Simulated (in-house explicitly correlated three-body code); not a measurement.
Values are calculated unless marked as measured or tabulated.
## Taking the two-electron ground state apart, Z = 2.66

A variational code in 260 exponentially correlated functions gives, for two electrons around a point charge Z = 2.66 (non-relativistic, fixed nucleus, atomic units): E = -5.5676927, <1/r> = 2.348024 per electron, <1/r12> = 1.3561. From its density, U = 2.876472 (Hartree energy) and T_s = 5.528695 (kinetic energy of the doubly filled orbital √(n/2)). Further, <r²> = 0.591993 per electron, <r12²> = 1.23484 and <p1·p2> = 0.244538.

Task: Check the virial theorem, and compare with the screened hydrogenic estimate.

Result: V = −2Z<1/r> + <1/r12> = -12.491488 + 1.3561 = -11.135388, and 2E = -11.135385, so T = −E = 5.567693. A product of 1s orbitals with exponent Z − 5/16 = 2.3475 gives −2.3475² = -5.51076, which is 56.9 millihartree too high.

Task: Find the exchange and correlation energies of density-functional theory.

Result: For two electrons in one orbital E_x = −U/2 = -1.438236. The potential part of correlation is U_c = <1/r12> − U − E_x = -0.082136, the kinetic part T_c = T − T_s = 0.038998, and E_c = T_c + U_c = -0.043138 hartree. Restricted Hartree-Fock gives -5.524578, so the correlation energy of wave-function theory is -0.043114.

Task: What do the second moments say about angular correlation and diamagnetism?

Result: From r12² = r1² + r2² − 2 r1·r2, <r1·r2> = <r²> − <r12²>/2 = -0.02543 bohr². It vanishes for a product of s orbitals, and its negative sign shows that the electrons favour opposite sides of the nucleus. The Langevin susceptibility is −0.79199e-6 × 2<r²> = -0.9377e-6 cm³/mol.

Task: How does a model nuclear mass of 5.3 u change the ionisation energy, to first order in m/M (1 hartree = 27.211386 eV)?

Result: m/M = 1/(5.3 × 1822.8885) = 1.03506e-04. With a fixed nucleus the second electron is bound by −Z²/2 − E = 2.029893 hartree = 55.2362 eV. The reduced mass scales this by 1 − m/M, a change of -5.717 meV. The mass-polarisation term raises the two-electron state by (m/M)<p1·p2> = 25.31 microhartree, a further -0.689 meV. The sum is 55.2298 eV, before relativistic and QED terms.
